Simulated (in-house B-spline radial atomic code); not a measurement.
Values are calculated unless marked as measured or tabulated.
Ghost states of the separable form: Cl

Cl, [Ne] 3s2 3p5, non-relativistic PBE, spherical and spin-unpolarised, from an all-electron radial atomic-structure program (B-spline basis) (atomic units; all potentials screened as in the neutral atom).

Troullier-Martins channels: 3s (ε = -0.7544, r_c = 1.434 bohr), 3p (ε = -0.3164, r_c = 1.584 bohr). In the Kleinman-Bylander form one channel serves as the local potential, and each other channel l becomes |δV u><u δV|/<u|δV|u>, with δV = V_l − V_local and u the pseudo-orbital. Its strength is E_KB = <u|δV²|u>/<u|δV|u>. By the analysis of Gonze, Stumpf and Scheffler a spurious state lies below the reference level ε if E_KB > 0 and ε is above the second level of the local potential alone, or if E_KB < 0 and ε is above its first. The table's levels are those of angular momentum l in a sphere of 9 bohr, whose wall can lift a shallow ε a little above its free-atom value.

```csv
local,channel,<u δV u>,<u δV² u>,ε,first local level,second local level
p,s,0.21256,0.65372,-0.7544,-1.1983,-0.0305
s,p,-0.13758,0.4081,-0.3164,-0.2335,0.0977
```

(1) Apply the rule to each row.

Diagonalising the separable Hamiltonian gives:

| local | channel | three lowest levels | all-electron, two lowest valence levels |
| --- | --- | --- | --- |
| p | s | -0.7544, 0.0146, 0.2807 | -0.7544, 0.0148 |
| s | p | -0.3164, 0.0839, 0.3735 | -0.3164, 0.0840 |

(2) Which choices of local channel are safe?

## Answers

(1) Local p, channel s: E_KB = +3.08, so ε = -0.7544 is set against -0.0305: no ghost. Local s, channel p: E_KB = -2.97, so ε = -0.3164 is set against -0.2335: no ghost.

(2) All are free of ghosts. Among the safe choices the second level, which tests transfer, is off by at most 0.1 millihartree (s local), 0.3 millihartree (p local).
